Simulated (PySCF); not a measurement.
Compound: C5H14NPSi.
Geometry (PBE0-D3(BJ)/def2-SVP, Å), atoms numbered from 1 in this order:
```xyz
22
C5H14NPSi angstrom
C     -2.3490    0.9014    0.0552
C     -1.2684    0.4541    1.0342
N     -0.5683   -0.7736    0.6997
C     -1.3707   -1.9747    0.7546
P      0.5566   -0.6725   -0.6347
C      1.9761   -1.5824    0.1327
C      2.0675   -0.1009    0.3127
Si     3.3148    0.9342   -0.6157
H     -3.1446    0.1471   -0.0451
H     -1.9268    1.0808   -0.9464
H     -2.8195    1.8366    0.3955
H     -1.7122    0.3212    2.0383
H     -0.5160    1.2543    1.1404
H     -0.7244   -2.8633    0.6789
H     -2.1433   -2.0587   -0.0371
H     -1.8878   -2.0259    1.7280
H      1.7262   -2.1820    1.0132
H      2.6657   -2.0741   -0.5628
H      1.8054    0.2606    1.3143
H      3.4364    0.4232   -2.0162
H      4.6673    0.8642    0.0241
H      2.8787    2.3634   -0.6488
```

Theory: PySCF 2.14.0, density-fitted response routines, TDDFT PBE0/def2-SVPD, vertical, gas phase, core orbitals frozen in the response.

Transition dipole moments from the ground state, in atomic units and in the frame of the coordinates above (overall signs are arbitrary), for the states with f of 0.002 or more among the lowest 7:

| state | E (hartree) | μx | μy | μz |
| --- | --- | --- | --- | --- |
| S1 | 0.1820 | 0.191 | 0.255 | 0.036 |
| S2 | 0.1977 | -0.619 | -0.031 | 0.221 |
| S3 | 0.2042 | -0.140 | -0.113 | -0.180 |
| S4 | 0.2196 | -0.121 | -0.034 | -0.219 |
| S5 | 0.2291 | -0.094 | -0.137 | -0.220 |
| S6 | 0.2317 | 0.033 | 0.089 | -0.124 |
| S7 | 0.2369 | -0.114 | 0.017 | 0.226 |

(1) Work out the oscillator strengths.

(2) What angle do the transition dipoles of S5 and S7 make?

## Answers

(1) f = (2/3) ΔE |μ|² with ΔE in hartree (27.2114 eV).

```
state  |μ|² (au)  |μ| (D)      f
   S1      0.103     0.81  0.012
   S2      0.433     1.67  0.057
   S3      0.065     0.65  0.009
   S4      0.064     0.64  0.009
   S5      0.076     0.70  0.012
   S6      0.024     0.40  0.004
   S7      0.064     0.64  0.010
```

(2) |cos θ| = |μa·μb| / (|μa| |μb|) = 0.59, so θ ≈ 54° (taken between 0 and 90°, since the signs are arbitrary).

All these states lie below the vertical ionisation energy of 7.60 eV (ΔSCF).

One conformer stands for the species.

Without π bonds the low states may be Rydberg-like; a valence basis with one diffuse set may place them up to an eV too high.
